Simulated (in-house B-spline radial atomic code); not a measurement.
Orbital energies and mean radii along the 50-electron series, configuration [Kr] 4d10 4f4. The effective charge is n√(-2ε), a non-relativistic measure. Computed with a radial B-spline atomic code at the basis-set limit: non-relativistic Hartree-Fock, average of the configuration, point nuclei.

This level leaves out relativity, spin-orbit splitting included, which matters for heavy ions.

| ion | Z | energy of 4s (Eh) | mean radius of 4s (bohr) | energy of 2p (Eh) | mean radius of 2p (bohr) | effective charge of 4s |
| --- | --- | --- | --- | --- | --- | --- |
| Tb15+ | 65 | -25.074 | 0.56396 | -289.99 | 0.084213 | 28.326 |
| Dy16+ | 66 | -26.971 | 0.55103 | -301.63 | 0.082833 | 29.378 |
| Ho17+ | 67 | ? | ? | ? | ? | ? |
| Er18+ | 68 | -30.968 | 0.52679 | -325.65 | 0.080204 | 31.48 |
| Tm19+ | 69 | -33.066 | 0.51542 | -338.05 | 0.078951 | 32.529 |
| Yb20+ | 70 | ? | ? | ? | ? | ? |
| Lu21+ | 71 | -37.46 | 0.49407 | -363.6 | 0.076557 | 34.623 |
| Hf22+ | 72 | -39.755 | 0.48403 | -376.76 | 0.075414 | 35.667 |
| Ta23+ | 73 | -42.115 | 0.47439 | -390.16 | 0.074303 | 36.711 |
| W24+ | 74 | -44.539 | 0.46512 | -403.83 | 0.073225 | 37.753 |
| Re25+ | 75 | ? | ? | ? | ? | ? |
| Os26+ | 76 | -49.582 | 0.44762 | -431.91 | 0.071159 | 39.832 |
| Ir27+ | 77 | -52.199 | 0.43935 | -446.32 | 0.070169 | 40.87 |
| Pt28+ | 78 | -54.881 | 0.43138 | -460.99 | 0.069206 | 41.907 |
| Au29+ | 79 | -57.626 | 0.42369 | -475.92 | 0.068269 | 42.942 |
| Hg30+ | 80 | -60.436 | 0.41627 | -491.09 | 0.067356 | 43.977 |
| Tl31+ | 81 | -63.309 | 0.40911 | -506.52 | 0.066468 | 45.01 |
| Pb32+ | 82 | -66.246 | 0.40218 | -522.19 | 0.065602 | 46.042 |

Problem. Fill in the row of Ho17+.

Solution. energy of 4s (Eh): -28.936; mean radius of 4s (bohr): 0.53865; energy of 2p (Eh): -313.51; mean radius of 2p (bohr): 0.081498; effective charge of 4s: 30.43.

Problem. Fill in the row of Yb20+.

Solution. energy of 4s (Eh): -35.23; mean radius of 4s (bohr): 0.50453; energy of 2p (Eh): -350.7; mean radius of 2p (bohr): 0.077736; effective charge of 4s: 33.576.

Problem. Fill in the row of Re25+.

Solution. energy of 4s (Eh): -47.028; mean radius of 4s (bohr): 0.4562; energy of 2p (Eh): -417.74; mean radius of 2p (bohr): 0.072178; effective charge of 4s: 38.793.

Problem. How does the screening of 4s change?

Solution. Z less the effective charge goes from 36.67 at Z = 65 to 35.96 at Z = 82.
